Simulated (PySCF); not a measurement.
# Nonlinear optical response: `CO/C([O-])=C/C=C/C=C/C=O`, [C$_{8}$H$_{9}$O$_{3}$]-, charge -1

Geometry (Å), atoms numbered from 1 in this order:
```xyz
20

C     2.6001   -2.1071   -3.6037
O     1.7829   -1.0733   -3.1349
C     1.0196   -1.3929   -2.0318
O     1.0974   -2.5103   -1.5450
C     0.2105   -0.2879   -1.6128
C    -0.6335   -0.3897   -0.5234
C    -1.4803    0.5906    0.0073
C    -2.2955    0.3695    1.1216
C    -3.1708    1.2471    1.7415
C    -3.9354    0.8587    2.8808
O    -4.7383    1.5335    3.5184
H     3.1390   -1.7147   -4.4787
H     2.0150   -2.9953   -3.8976
H     3.3257   -2.4388   -2.8413
H     0.2862    0.6388   -2.1869
H    -0.6286   -1.3678   -0.0220
H    -1.5060    1.5771   -0.4720
H    -2.2333   -0.6369    1.5658
H    -3.2983    2.2700    1.3694
H    -3.7387   -0.2114    3.1921
```

Total charge -1.

Computed, not measured: quadratic response CAM-B3LYP/def2-SVPD first hyperpolarisability, Taylor convention, gas phase (PySCF). Geometry: PBE0-D3(BJ)/def2-SVP.

For a gas-phase anion, states above the detachment energy (about 2.4 eV, taken as minus the energy of the highest occupied orbital) lie in the continuum and depend on the basis.

(1) Give β for the processes computed.

(2) Which lowest excitations and polarisabilities go with it?

Results:

(1) In au, Taylor convention; the vector part is βᵢ = ⅓ Σⱼ (βᵢⱼⱼ + βⱼᵢⱼ + βⱼⱼᵢ):
| process | λ (nm) | β vector norm | β HRS | depolarisation ratio |
| --- | --- | --- | --- | --- |
| static β(0;0,0) | ∞ | 1478.7 | 850.4 | 2.58 |
| second harmonic β(−2ω;ω,ω) | 1907 | 1719.4 | 979.4 | 2.69 |
| Pockels β(−ω;ω,0) | 1907 | 1551.5 | – | – |
| second harmonic β(−2ω;ω,ω) | 1064 | 2652.7 | 1479.8 | 2.86 |
| Pockels β(−ω;ω,0) | 1064 | 1738.9 | – | – |

(2) S1 3.54 eV (f = 1.448); S2 4.36 eV (f = 0.000); S3 4.52 eV (f = 0.002); isotropic α 183.0 au static, 186.2 au at 1907 nm, 194.2 au at 1064 nm, 197.4 au at 953.5 nm, 252.2 au at 532 nm.
